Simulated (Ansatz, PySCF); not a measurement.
C3H7, doublet, geometry from GFN2-xTB. Base run: PySCF with B3LYP/6-31G*.

Input for PySCF:
```python
from pyscf import gto, scf, dft

mol = gto.Mole()
mol.atom = '''
    C     1.27499250    0.32026291    0.11860552
    C     0.09909120   -0.44892982   -0.32203934
    C    -1.21725335    0.12393363    0.18964896
    H     2.26186932   -0.00412506   -0.14802969
    H     1.16405867    1.21680284    0.69438845
    H     0.07318936   -0.49337678   -1.42240357
    H     0.19578041   -1.49564754    0.00374116
    H    -1.22933319    0.13231363    1.27716309
    H    -2.05755413   -0.47201421   -0.15948972
    H    -1.34899252    1.14444689   -0.16266054
'''
mol.basis = '6-31g*'
mol.spin = 1
mol.verbose = 4
mol.build()

mf = dft.UKS(mol)
mf.xc = 'b3lyp'
mf.kernel()
```

The same geometry, method and basis name were run in Ansatz (a program for electronic structure) and PySCF, at each program's defaults and at the settings that a row names. The base is PySCF at its defaults. Differences at the defaults can come from grids, fitting, cores and function types together.

```csv
code and settings,ΔE vs base (mEh),basis functions,E (Eh),SCF cycles,dipole (D)
"PySCF, defaults (exact integrals, its default grid, spherical functions)",0.000,56,-118.46821,10,0.21
"Ansatz, defaults (factorised integrals, its default grid, Cartesian functions)",-2.177,59,-118.47039,-,-
"PySCF, density fitting with def2-universal-jkfit",-0.060,56,-118.46827,10,0.21
"PySCF, fine grid",0.005,56,-118.46821,10,0.21
"Ansatz, high accuracy, Cartesian functions as the basis file defines them",-2.175,59,-118.47039,-,-
```

Open shells are given as the SCF converged; they aren't shown to be the lowest states, and a large step between rows can be another state.
